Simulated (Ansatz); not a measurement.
Reaction (formal exchange of groups at the Si–F bond): `F[SiH](F)S` + SiH₄ → `F[SiH]([SiH3])S` + H–F

Gas-phase electronic energies from Ansatz, PBE0-D4/def2-TZVP geometries. CBS: MP2 limit from def2 TZ/QZ plus the TZ coupled-cluster correction, frozen cores. This one scheme is used for every species. DFT in def2-TZVPP. Each species was taken in one conformer, which may not be the lowest.

`F[SiH](F)S`:

Z-matrix (Å, degrees):
```
Si
F 1 1.585
S 1 2.104 2 111.3
F 1 1.585 2 105.3 3 120.8
H 1 1.470 2 109.7 3 -121.2
H 3 1.346 1 93.3 2 58.6
```

SiH₄:

```xyz
5

Si    0.000    0.000    0.000
H    -0.206    1.066   -1.012
H     1.363   -0.569   -0.152
H    -1.009   -1.071   -0.197
H    -0.148    0.575    1.361
```

`F[SiH]([SiH3])S`:

Z-matrix (Å, degrees):
```
Si
Si 1 2.338
S 1 2.124 2 110.4
F 1 1.604 2 108.5 3 122.6
H 1 1.483 2 114.8 3 -117.4
H 2 1.486 1 111.5 3 -172.7
H 2 1.488 1 108.5 3 -52.2
H 2 1.486 1 108.8 3 66.4
H 3 1.344 1 95.0 2 43.3
```

H–F:

```xyz
2

F    -0.020   -0.283   -0.362
H     0.020    0.283    0.362
```

| level | ΔE (kJ/mol) |
| --- | --- |
| ωB97X-V | 154.3 |
| MP2/def2-SVP | 160.1 |
| HF/def2-QZVPP | 186.8 |
| HF/CBS(def2) | 187.1 |

Problem. What does CCSD(T)/CBS give? (Best estimate.)

Solution. The calculation gave: +151.0 kJ/mol. The listed levels differ from it by 3.3, 9.1, 35.8, 36.1 kJ/mol.

Largest T1 diagnostic among the species: 0.013.

From PBE to PBE0 (25 % exact exchange), in def2-TZVPP and without D4, ΔE moves by +6.1 kJ/mol. At CCSD(T), def2-SVP lies +3.7 kJ/mol from the extrapolated value and def2-TZVPP +4.0 kJ/mol.
